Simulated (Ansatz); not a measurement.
**Two structures, one formula**

Two relaxed structures of B2H4Te, singlet (PBE0-D4/def2-TZVP; forces vanish, vibrations not checked).

A:

```
atom    x (Å)    y (Å)    z (Å)
  B1  -0.2359  -0.3289   0.4136
  B2   0.9592  -0.3800  -0.7852
 Te3   0.4856   1.7933   0.1779
  H4  -0.3712  -0.6718  -0.8484
  H5  -1.0718  -0.7201   1.1590
  H6  -0.6989   2.1684  -0.9181
  H7   0.9365  -0.9154   0.4793
```

B:

B1  (1.043, -0.011, -0.193)
B2  (0.633, 1.379, -0.588)
Te3  (-1.115, -0.161, 0.265)
H4  (-1.537, -1.652, -0.402)
H5  (-1.125, -0.913, 1.776)
H6  (0.127, 2.416, -0.844)
H7  (1.737, -0.950, -0.006)
(Å)

Program: Ansatz 0.2.0. Basis: def2-TZVPP. Cores are frozen in the correlated methods. Filled d shells of the heavier atoms are correlated. Core potentials replace the inner electrons of the atoms past krypton. The def2 sets are not built for correlating such inner shells, so the correlated values are less sure here. B3LYP uses VWN-RPA correlation.

Q: Which structure is lower at CCSD(T), and by how much? (An estimate is asked for; the value comes from the calculation.)

A: Computed: A, by 25.5 kJ/mol (electronic energy, against the other). By their contacts, A is B₂H₄Te ([H]1[B]23[H][BH]12[TeH]3) and B is B₂H₄Te ([BH]1[BH][TeH2]1).

All methods give the same order:

```tsv
method	E(B) − E(A) (kJ/mol)
PBE-D4	19.9
r2SCAN-D4	20.7
PBE0-D4	24.6
B3LYP-D4	7.0
wB97M-V	27.7
HF	7.9
MP2	29.8
CCSD	25.2
CCSD(T)	25.5
```

No T1 diagnostic of these runs exceeds 0.014.

Labels in which every atom is bracketed show which atoms are joined, not bond orders.

For scale, one of the runs: CCSD(T)/def2-TZVPP, 168 basis functions, launched by `ansatz run in.yaml --threads 2 --pin off --events-out ev --progress --plain --max-ram 4352MiB`. Time: 49 s of wall clock on 2 CPU threads of an Arm Neoverse V1; the host was shared. Peak host memory: 1.6 GiB.
